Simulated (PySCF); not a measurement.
Compound: C8H9B.
InChI=1S/C8H9B/c1-4-5-6-7-8-9(2)3/h1,5-6H,2-3H3/b6-5-

The closed-shell ground state was solved at several levels (PySCF, density fitting, gas phase, non-relativistic). Geometry: PBE0-D3(BJ)/def2-SVP; no solvent, vibrations or thermal averaging.

```
              level  basis functions  HOMO (eV)  LUMO (eV)  gap (eV)  dipole (D)
CAM-B3LYP/def2-SVPD              252      -8.11      -1.32      6.79        0.60
        HF/pcSseg-1              198      -8.92       1.15     10.07        0.62
```

Problem. What might PBE0/pcSseg-1 (198 basis functions) give for the same quantities?

Solution. HOMO -6.95 eV, LUMO -2.37 eV, gap 4.58 eV, dipole 0.62 D.

Problem. Over all these levels, which gives the widest orbital gap and which the narrowest?

Solution. HF/pcSseg-1 (Hartree–Fock, all exact exchange) has the widest, 10.07 eV, and PBE0/pcSseg-1 (global hybrid, 25 % exact exchange) the narrowest, 4.58 eV. The two share the basis. From the narrowest to the widest the HOMO moves by -1.97 eV and the LUMO by +3.52 eV. The HOMO need not be the same orbital at Hartree–Fock and at DFT levels.

Problem. How far do the dipole and the HOMO energy spread over the levels?

Solution. The dipole runs from 0.60 to 0.62 D (mean 0.61 D) and the HOMO from -8.92 to -6.95 eV.
